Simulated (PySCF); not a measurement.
Exercise with solution: oscillator strength and radiative lifetime

CH₃BBrCl, SMILES CB(Cl)Br.

The structure is a stationary point at B3LYP-D3(BJ)/def2-SVP. A frequency run showed that this geometry is not a minimum. This is a generated structure with no PubChem entry under its InChIKey; it may be hypothetical.

TDA-PBE/def2-SVPD in PySCF puts the first singlet state with f over 0.02 at 5.87 eV (vertical), with the transition dipole (0.201, 0.816, -0.462) in atomic units.

Question: Find the oscillator strength, the wavelength and the radiative lifetime that this transition would have in vacuum if emission retraced absorption.

Answer: 
|μ|² = 0.9197 au, so |μ| = 2.44 D. ΔE = 5.87/27.211 = 0.2157 hartree. f = (2/3) ΔE |μ|² = 0.132 (the program prints 0.132).
λ = 1239.84/5.87 = 211 nm; ν = 47345 cm⁻¹.
Einstein's coefficient A = 0.6670 ν² f s⁻¹ (ν in cm⁻¹) = 2.0e8 s⁻¹, so τ = 1/A = 5.1 ns. This state is S3; the lower singlets have f = 0.000, 0.000. The figure is the radiative limit of this one transition; relaxation, internal conversion, crossing to triplets and a medium change what is measured.
